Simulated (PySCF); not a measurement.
**SMILES C=CB([SiH3])B(O)O, C2H8B2O2Si**

Molfile (atoms numbered from 1):
```
C2H8B2O2Si
     RDKit          3D

 15 14  0  0  0  0  0  0  0  0999 V2000
    2.0717   -1.4448    0.0697 C   0  0  0  0  0  0  0  0  0  0  0  0
    0.8320   -1.2922   -0.3984 C   0  0  0  0  0  0  0  0  0  0  0  0
   -0.0234   -0.0164   -0.2722 B   0  0  0  0  0  0  0  0  0  0  0  0
    0.7926    1.7143   -0.7232 Si  0  0  0  0  0  4  0  0  0  0  0  0
   -1.6052   -0.0898    0.2716 B   0  0  0  0  0  0  0  0  0  0  0  0
   -1.8817    0.1052    1.5942 O   0  0  0  0  0  0  0  0  0  0  0  0
   -2.6101   -0.2961   -0.6308 O   0  0  0  0  0  0  0  0  0  0  0  0
    2.6009   -2.3847    0.0308 H   0  0  0  0  0  0  0  0  0  0  0  0
    2.5903   -0.6343    0.5574 H   0  0  0  0  0  0  0  0  0  0  0  0
    0.3696   -2.1691   -0.8463 H   0  0  0  0  0  0  0  0  0  0  0  0
    1.7904    1.6597   -1.8064 H   0  0  0  0  0  0  0  0  0  0  0  0
   -0.1347    2.7827   -1.1365 H   0  0  0  0  0  0  0  0  0  0  0  0
    1.5168    2.2818    0.4305 H   0  0  0  0  0  0  0  0  0  0  0  0
   -2.8059    0.0856    1.8535 H   0  0  0  0  0  0  0  0  0  0  0  0
   -3.5076   -0.2939   -0.2893 H   0  0  0  0  0  0  0  0  0  0  0  0
  1  2  2  0
  2  3  1  0
  3  4  1  0
  3  5  1  0
  5  6  1  0
  5  7  1  0
  1  8  1  0
  1  9  1  0
  2 10  1  0
  4 11  1  0
  4 12  1  0
  4 13  1  0
  6 14  1  0
  7 15  1  0
M  END
```

Computed with GIAO revPBE/3-21G magnetisability, rotational g tensor and spin-rotation constants, non-relativistic, gas phase (PySCF 2.14.0). Geometry: GFN2-xTB.

Problem. Give the nuclear spin-rotation constants along the inertial axes (H = +C I·J) beside the isotropic shieldings.

Solution. Rotational constants 2.3364, 1.3651, 1.0624 GHz. A star marks the isotopologue with that one atom substituted, in its own axes.
| atom | isotope | Caa (kHz) | Cbb (kHz) | Ccc (kHz) | mean (kHz) | σ (ppm) |
| --- | --- | --- | --- | --- | --- | --- |
| B3 | 11B | 1.060 | 0.665 | 0.111 | 0.612 | 23.7 |
| B5 | 11B | 0.550 | 0.166 | 0.273 | 0.330 | 96.7 |
| H8 | 1H | -0.158 | 0.051 | -0.113 | -0.073 | 27.0 |
| H9 | 1H | -0.183 | -0.074 | -0.010 | -0.089 | 27.4 |
| H10 | 1H | -0.192 | -0.004 | -0.016 | -0.071 | 25.1 |
| H11 | 1H | -0.028 | -0.137 | -0.067 | -0.077 | 29.5 |
| H12 | 1H | -0.170 | -0.001 | -0.108 | -0.093 | 29.5 |
| H13 | 1H | -0.208 | -0.128 | 0.011 | -0.108 | 29.1 |
| H14 | 1H | 0.119 | -0.234 | -0.129 | -0.081 | 30.1 |
| H15 | 1H | 0.115 | -0.234 | -0.127 | -0.082 | 30.1 |
| C1 | 13C* | 0.561 | 0.384 | 0.242 | 0.396 | 94.7 |
| C2 | 13C* | 0.627 | 0.476 | 0.265 | 0.456 | 70.5 |
| Si4 | 29Si* | -0.875 | -0.521 | -0.475 | -0.623 | 536.3 |
| O6 | 17O* | -0.462 | -0.122 | -0.138 | -0.241 | 223.3 |

For the geometry as given, no vibrational averaging.
